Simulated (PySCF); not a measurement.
PySCF input file for diboron tetrafluoride (B₂F₄), SMILES FB(B(F)F)F, B3LYP/pcSseg-1. The structure is a stationary point at PBE0-D3(BJ)/def2-SVP. Other conformers were not sampled.

```python
import numpy as np
from pyscf import gto, scf, dft
from pyscf.prop.nmr import rks as nmr

mol = gto.M(
    atom='''
    F     1.55273885    0.79713225    0.78935857
    B     0.86093421   -0.00000000   -0.00000000
    F     1.55273885   -0.79713225   -0.78935857
    B    -0.86093421    0.00000000    0.00000000
    F    -1.55273886    0.79713229   -0.78935854
    F    -1.55273884   -0.79713229    0.78935854
    ''',
    basis='pcSseg-1',
    charge=0,
    spin=0,
    max_memory=1600,
    verbose=3,
)
mf = dft.RKS(mol, xc='b3lyp')
mf.grids.level = 3
mf.conv_tol = 1e-10
mf.max_cycle = 100
mf.kernel()
n = nmr.NMR(mf)
n.verbose = 2
n.max_cycle_cphf = 60
sigma = n.kernel()
print('atom   isotropic/ppm   span/ppm')
for i, s in enumerate(sigma):
    w = np.linalg.eigvalsh((s + s.T) / 2)
    print(f'{mol.atom_symbol(i):2s}{i + 1:3d} {w.mean():14.3f} {w[2] - w[0]:11.3f}')
```

Program output:

```
converged SCF energy = -449.283995213205
atom   isotropic/ppm   span/ppm
F   1        211.047     353.707
B   2         74.068      30.084
F   3        211.047     353.707
B   4         74.068      30.084
F   5        211.047     353.707
F   6        211.047     353.707
```

The run converged.
